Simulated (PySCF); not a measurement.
Isomers C5H5N3O:

A. `C=C/C=N/c1ncno1`
B. `Cc1cnnnc1C=O`
C. SMILES Cc1cc(C=O)nnn1

Spectrum 1. $^{1}$H NMR (500 MHz, computed): δ 8.64 (d, 1H), 8.36 (s, 1H), 7.17 (m, 1H), 6.76 (m, 1H), 6.57 (m, 1H). $^{13}$C{$^{1}$H} NMR (computed): δ 184.6 (C), 174.0 (CH), 163.8 (CH), 147.7 (CH), 146.1 (CH2).

Spectrum 2. $^{1}$H NMR (500 MHz, computed): δ 10.69 (s, 1H), 7.78 (s, 1H), 3.12 (s, 3H). $^{13}$C{$^{1}$H} NMR (computed): δ 202.7 (CH), 165.4 (C), 151.5 (C), 119.0 (CH), 24.8 (CH3).

Spectrum 3. $^{1}$H NMR (500 MHz, computed): δ 10.88 (s, 1H), 9.48 (s, 1H), 2.83 (s, 3H). $^{13}$C{$^{1}$H} NMR (computed): δ 206.3 (CH), 158.0 (CH), 150.3 (C), 136.6 (C), 19.6 (CH3).

[PySCF: shieldings: GIAO PBE0/pcSseg-1; structure optimised with GFN2-xTB; equivalent nuclei averaged; relativity neglected; one computed conformer; gas phase]

Shifts are taken against calculated references (same method and geometry level): $^{1}$H, $^{13}$C against TMS. Where no couplings were computed, multiplicities follow the n + 1 count of equivalent neighbours, and m marks all less simple cases (inequivalent or close neighbours, rings, F or P nearby). Shifts are as computed. Against solution values, carbons near 30 ppm lie about +3 ppm off and those near 130 ppm about +5 ppm (rms about the fit 2.1 ppm; single classes can miss by 10 ppm). Of 1328 compounds with measured shifts, 309 miss one by over three times the rms of a fit or turn the order of signals round; such compounds aren't used in these exercises. Signals without a measured value on file couldn't be tested in this way; 1H shifts scatter by 0.2 ppm about their fit, and single ones miss by 0.5 ppm.

**Question.** Which spectrum belongs to which compound?

**Answer.** 1–A, 2–C, 3–B.

- Spectrum 1 (A): 5 $^{13}$C signals; δC 184.6 is an aromatic carbon bearing nitrogen; δC 147.7 is an alkene CH.
- Spectrum 2 (C): 5 $^{13}$C signals; δC 202.7 is an aldehyde carbonyl carbon; δC 24.8 is a methyl carbon on an aromatic ring.
- Spectrum 3 (B): 5 $^{13}$C signals; δC 206.3 is an aldehyde carbonyl carbon; δC 158.0 is an aromatic CH next to a ring nitrogen.
